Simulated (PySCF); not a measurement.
**Electron correlation in Sn (tin, neutral)**

[Kr] 4d10 5s2 5p1 6s1, high-spin 3P determinant (an excited configuration). All numbers are calculated (PySCF 2.14, a scalar-relativistic core potential, in aug-cc-pwCVTZ-PP with ECP28MDF (8s7p6d4f1g, 96 functions)). Frozen: 4s2 4p6 4d10; 4 electrons correlated.

```
  level  correlation energy (mhartree)
   CCSD                         -53.30
    (T)                          -1.54
CCSD(T)                         -54.84
```

Diagnostics: T1 = 0.018, D1 = 0.0444, largest double amplitude 0.084.

The outer electron is Rydberg-like, and this basis confines it to a smaller radius and binds it less than a complete one would.

Cost of the coupled-cluster step: about 40 core-seconds, for 4 correlated electrons.

Iterations:

```
CC2 = 0
CCSD nocc = (np.int64(3), np.int64(1)), nmo = (87, 87)
frozen orbitals [[0, 1, 2, 3, 4, 5, 6, 7, 8], [0, 1, 2, 3, 4, 5, 6, 7, 8]]
max_cycle = 100
direct = 0
conv_tol = 1e-08
conv_tol_normt = 1e-06
diis_space = 8
diis_start_cycle = 0
Init t2, MP2 energy = -0.0409011131105671
Init E_corr(UCCSD) = -0.0409011131107648
cycle = 1  E_corr(UCCSD) = -0.0490444347124484  dE = -0.0081433216  norm(t1,t2) = 0.052624
cycle = 2  E_corr(UCCSD) = -0.0516213452326419  dE = -0.00257691052  norm(t1,t2) = 0.0218759
cycle = 3  E_corr(UCCSD) = -0.0532986649963386  dE = -0.00167731976  norm(t1,t2) = 0.0104052
cycle = 4  E_corr(UCCSD) = -0.0532667923219738  dE = 3.18726744e-05  norm(t1,t2) = 0.00279504
cycle = 5  E_corr(UCCSD) = -0.0533129943845071  dE = -4.62020625e-05  norm(t1,t2) = 0.00152323
cycle = 6  E_corr(UCCSD) = -0.0532995217266245  dE = 1.34726579e-05  norm(t1,t2) = 0.000487449
cycle = 7  E_corr(UCCSD) = -0.0533012746561042  dE = -1.75292948e-06  norm(t1,t2) = 0.000167711
cycle = 8  E_corr(UCCSD) = -0.0533026405041173  dE = -1.36584801e-06  norm(t1,t2) = 7.79933e-05
cycle = 9  E_corr(UCCSD) = -0.0533009577649334  dE = 1.68273918e-06  norm(t1,t2) = 3.93862e-05
cycle = 10  E_corr(UCCSD) = -0.0533016741482056  dE = -7.16383272e-07  norm(t1,t2) = 2.20469e-05
cycle = 11  E_corr(UCCSD) = -0.0533018450240014  dE = -1.70875796e-07  norm(t1,t2) = 1.05094e-05
cycle = 12  E_corr(UCCSD) = -0.0533016527115865  dE = 1.92312415e-07  norm(t1,t2) = 3.51783e-06
cycle = 13  E_corr(UCCSD) = -0.0533016589788009  dE = -6.26721443e-09  norm(t1,t2) = 7.37415e-07
UCCSD converged
E(UCCSD) = -213.2416645542333  E_corr = -0.0533016589788009
UCCSD(T) correction = -0.00153548687775759
```
